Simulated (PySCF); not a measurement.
This PySCF input asks for the NMR shieldings of SMILES C(=C=C(CB)C)CC, C7H13B; the geometry comes from GFN2-xTB.

```python
import basis_set_exchange as bse
import numpy as np
from pyscf import gto, dft
from pyscf.prop import nmr

atoms = """
B    -1.122648    0.948317   -0.410844
C    -2.334882    0.456297    0.687582
C    -1.357730   -0.576488    0.544432
C    -1.715906   -1.891190   -0.076881
C    -0.065156   -0.084140    0.458184
C     1.174131   -0.233342    0.863600
C     2.377172    0.466830    0.297683
C     2.275843    0.745615   -1.197708
H    -1.294255    0.728367   -1.555738
H    -0.766408    2.018297   -0.078825
H    -3.350085    0.196011    0.414894
H    -2.293739    1.087882    1.562414
H    -2.501224   -1.773188   -0.821496
H    -0.850255   -2.363874   -0.535849
H    -2.092912   -2.546261    0.710042
H     1.376032   -0.864664    1.725137
H     3.260552   -0.146419    0.495442
H     2.516741    1.412982    0.832033
H     1.433979    1.397282   -1.408813
H     3.187548    1.221652   -1.552469
H     2.134282   -0.183022   -1.745993
"""
names = dict.fromkeys(["B", "C", "H"], "pcSseg-1")
basis = {el: gto.basis.parse(bse.get_basis(n, elements=[el], fmt="nwchem")) for el, n in names.items()}
mol = gto.M(atom=atoms, basis=basis, charge=0, verbose=0)
mf = dft.RKS(mol, xc="PBE0")
mf.grids.level = 2
mf.grids.alignment = dft.numint.BLKSIZE   # the property module wants whole blocks of grid points
mf.conv_tol = 1e-9
mf.kernel()

calc = nmr.RKS(mf)   # GIAO
C = mf.mo_coeff
Co = C[:, mf.mo_occ > 0]
resp = mf.gen_response(singlet=True, hermi=2)
def vind(x):   # induced exchange potential for any number of trial vectors
    d = np.einsum("pi,xij,qj->xpq", C, 2 * x.reshape(-1, C.shape[1], Co.shape[1]), Co, optimize=True)
    return np.einsum("xpq,pi,qj->xij", resp(d - d.transpose(0, 2, 1)), C, Co, optimize=True).ravel()
mo1, _ = nmr.rhf.solve_mo1(calc, with_cphf=vind)
sigma = calc.kernel(mo1)
for i, s in enumerate(sigma):   # ppm
    print("%2d %-2s %9.2f" % (i, mol.atom_pure_symbol(i), np.trace(s) / 3))
```

Q: What are the results?

A: 
```
 0 B     152.36
 1 C     133.60
 2 C      51.54
 3 C     157.05
 4 C       0.39
 5 C      64.18
 6 C     159.33
 7 C     171.32
 8 H      32.20
 9 H      29.86
10 H      29.06
11 H      29.24
12 H      29.76
13 H      29.78
14 H      29.30
15 H      25.15
16 H      29.67
17 H      29.39
18 H      29.77
19 H      30.65
20 H      30.78
```

These numbers come from an equivalent density-fitted implementation of the same equations, which agrees with the script to about 0.01 ppm for H and up to a few tenths of a ppm for heavy atoms, so last digits may differ.

Size and cost of the density-fitted run: 201 basis functions, 88 s wall time on 1 thread of an Intel Xeon, shared host; peak memory 0.9 GiB.
